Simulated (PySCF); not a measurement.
# How methods differ on the excitation energy of Pm²⁺

Pm²⁺ [Xe] 4f5 (high-spin determinant) → Pm²⁺ [Xe] 4f4 6s1 (high-spin determinant), as a difference of total energies. Calculation: PySCF 2.14, in ANO-RCC-VTZP (8s7p5d3f2g1h, 104 functions); the spin-free X2C one-electron Hamiltonian (Gaussian nucleus). Correlated levels: valence: [Kr] 4d10 frozen; valence and next inner shell: [Ar] 3d10 frozen. The calculations carry no spin-orbit coupling.

| method | excitation energy (eV) |
| --- | --- |
| UHF | 2.593 |
| LDA | 5.393 |
| PBE | 5.134 |
| PBE0 | 4.729 |
| r2SCAN | 4.926 |
| MP2 (valence) | 3.970 |
| SCS-MP2 (valence) | 3.366 |
| MP2 (valence and next inner shell) | 4.261 |
| SCS-MP2 (valence and next inner shell) | 3.649 |

Problem. How much does correlation contribute at MP2 (valence and next inner shell)?

Solution. 4.261 − (2.593) = 1.668 eV, measured against UHF.

A first-order spin-orbit estimate (lowest level to lowest level, LS coupling) adds -0.116 eV.

The basis was made for the ground configuration and has no added diffuse functions, so the excitation energy can come out too high.

The determinant of the upper state and of the lower state mixes LS terms, which raises its energy above the lowest term, most at the Hartree-Fock and MP2 levels.
